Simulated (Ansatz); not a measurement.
This geometry of GaH$_{8}$NSi (11 atoms, charge 0, multiplicity 1) is a first-order saddle point.

These are results of RKS B3LYP/def2-SVP (Ansatz 0.2.0), not measurements.

```xyz
11
Properties=species:S:1:pos:R:3
Ga 0.095 -0.534 -0.229
H -0.544 0.457 1.202
H 1.565 -0.066 -0.465
H -1.093 -0.666 -1.235
N -0.074 -1.832 1.318
H -0.924 -2.396 1.258
Si 1.241 -2.594 2.202
H 1.936 -3.659 1.414
H 2.233 -1.533 2.536
H 0.729 -3.215 3.461
H -0.436 -0.472 1.548
```

Q: Which two structures does it join? (They come from a converged band through this point; their orientation in space is the band's.)

A: Bonds broken: Ga1–H2, N5–H11. Bonds formed: H2–H11. GaH8NSi becomes GaH6NSi + H2.

Image 0:

```xyz
11
Properties=species:S:1:pos:R:3
Ga 0.104 -0.227 -0.068
H -0.240 1.053 0.800
H 1.636 -0.544 -0.338
H -0.955 -0.722 -1.137
N -0.263 -1.766 1.481
H -0.881 -2.451 1.039
Si 1.249 -2.499 2.132
H 1.889 -3.234 1.016
H 2.087 -1.388 2.645
H 0.921 -3.442 3.242
H -0.820 -1.290 2.195
```

Image 8:

```xyz
11
Properties=species:S:1:pos:R:3
Ga 0.435 -0.815 -0.465
H -1.551 0.894 2.376
H 1.803 -0.056 -0.483
H -0.790 -0.588 -1.413
N 0.232 -2.129 0.817
H -0.669 -2.607 0.796
Si 1.367 -2.724 2.005
H 1.739 -4.156 1.774
H 2.597 -1.888 1.914
H 0.820 -2.638 3.395
H -1.256 0.197 2.293
```

Q: How far does it lie above each of them?

A: 1.43 eV above the first and 1.00 eV above the second. This is the barrier of this one path; another mechanism may lie lower. The orbitals stay closed-shell, which can raise the energy where a bond breaks towards radicals; this wasn't checked here.

Run time: 7.8 min on 2 threads of Arm Neoverse V2, with other jobs on the host, peak memory 0.24 GiB.
